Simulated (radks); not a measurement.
Results of a calculation; reference values are marked as such.
Pm2+, configuration [Xe] 4f5. Level of theory: Dirac Kohn-Sham, Slater X-alpha with alpha = 0.729, spin-unpolarised, spherical densities, finite nucleus; open shells fill j = l - 1/2 first; Fermi nuclear charge, rms radius 4.962 fm (a radial shooting solver on a logarithmic mesh with Libxc functionals).

Spin-orbit splittings of the eigenvalues, e(l+1/2) - e(l-1/2), with zeta = 2 splitting/(2l+1) and mean radii in bohr:

shell	occ.	splitting (eV)	zeta (eV)	<r> j=l-1/2	<r> j=l+1/2
2p	6	561.1	374.1	0.08240	0.08892
3p	6	112.9	75.28	0.2496	0.2622
3d	10	24.54	9.816	0.2336	0.2375
4p	6	24.79	16.52	0.6073	0.6361
4d	10	4.413	1.765	0.6813	0.6916
4f	5	0.4863	0.1389	1.014	1.030
5p	6	3.375	2.250	1.614	1.704
